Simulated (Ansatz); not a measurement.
Input for Ansatz (a program for electronic structure): U-PBE/def2-TZVPP on CH3 (SMILES [CH3]).

Ansatz 0.2 input:
```yaml
crystal:
  periodic: [false, false, false]
  atoms:
    - {symbol: C, position_ang: [0.00000659, 0.00002667, -0.00014380]}
    - {symbol: H, position_ang: [1.06844415, -0.14740313, 0.02936472]}
    - {symbol: H, position_ang: [-0.66114317, -0.85159064, -0.04251132]}
    - {symbol: H, position_ang: [-0.40730757, 0.99906710, 0.01329040]}
basis:
  gaussian:
    orbitals: def2-TZVPP
hamiltonian:
  xc: {name: PBE}
magnetization: {spin_polarized: true, initial_magnetization: 1}
```

Output:

```
WARN ansatz: RAYON_NUM_THREADS=4 ignored (pool sized by the plan → 4); use --threads N
Functional definition: PBE
integrals: 0.01 GiB planned
357 factors; their error is unknown
mean field: 0.16 GiB planned
mean field evaluation 1: about -1078.3839 eV, gradient 3.0e1 eV
mean field evaluation 2: about -1074.9802 eV, gradient 3.7e1 eV
mean field evaluation 4: about -1082.7221 eV, gradient 9.6e-2 eV
mean field evaluation 8: about -1082.7128 eV, gradient 6.3e-3 eV
mean field -1082.71281468 eV, -39.7889620502 hartree, gradient 1.3e-5 eV, S^2 0.753723; 0 other end points of the search recorded, 0 dependent functions left out
reference -1082.71284194 eV, -39.7889630522 hartree; 5, 4 occupied and 68, 69 virtual orbitals, 357 factors
Total energy: -1082.71284194 eV, -39.7889630522 hartree
```

The calculation finished and met its thresholds.

Cost: about 0.8 core-seconds (a rough figure).
